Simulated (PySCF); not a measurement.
SMILES [Cl][Mo]([Cl])([Cl])([Cl])[Cl], doublet (PBE0/def2-SVP optimised geometry):

```
6

Mo    -0.562     0.026     0.000
Cl    -1.681     1.942     0.000
Cl    -0.506    -0.073     2.300
Cl    -0.506    -0.076    -2.300
Cl     1.681     0.026     0.000
Cl    -1.641    -1.942     0.001
```

Method: unrestricted PBE0/def2-TZVP, def2 effective core potentials past Kr (PySCF).

Q: What are the frontier orbital energies (α orbitals alone; a β orbital can be the lowest empty one) and the dipole moment?

A: HOMO-2 -9.20 eV, HOMO-1 -9.10 eV, HOMO -7.79 eV, LUMO -5.40 eV, LUMO+1 -4.42 eV; dipole moment 0.83 D.

On the same geometry unrestricted PBE/def2-TZVP, def2 effective core potentials past Kr (PySCF) gives HOMO-2 -7.84 eV, HOMO-1 -7.63 eV, HOMO -5.95 eV, LUMO -5.83 eV, LUMO+1 -4.90 eV; dipole moment 0.77 D.
